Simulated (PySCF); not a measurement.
# Two-component Hartree-Fock for C⁻ (carbon, charge -1)

Start: [He] 2s2 2p3; 2p1/2 filled at m_j = -1/2, +1/2; 2p3/2 filled at m_j = +3/2. Calculated with PySCF 2.14 in x2c-TZVPall-2c with one added diffuse shell each of s, p, d type (6s4p3d1f, 40 functions): generalised Hartree-Fock with the X2C-1e Hamiltonian and a Gaussian nucleus; one run each with spin-orbit coupling (SO) switched off, then screened by Boettger's factors.

```
spinor shell  electrons  ε, spin-free (eV)  ε, screened SO (eV)  weight of nominal j (screened SO)  rms radius, screened SO (bohr)
       1s1/2          2            -298.10              -298.10                              1.000                           0.312
       2s1/2          2            -10.047              -10.047                              1.000                            1.91
       2p1/2          2             -2.117               -2.119                              0.501                            2.48
       2p3/2          1             -2.117               -2.113                              1.000                            2.48
```

```tsv
quantity	spin-free	screened SO
E (hartree)	-37.72404	-37.72404
M_J	3/2	3/2
⟨J²⟩	3.757	3.757
⟨L²⟩	0.000	0.000
⟨S²⟩	3.757	3.757
```

Each row is a mean over spinors that exchange with the open shell spreads, by up to 8.512 eV (2s1/2).

Rows whose weight is well below 1 are mixtures of j = l ± 1/2: exchange outweighs spin-orbit coupling there, and the label is only the starting occupation.

Without spin-orbit coupling the j labels of p, d and f shells carry no meaning; the spin-free column gives the mean over the occupied spinors of each nl shell.
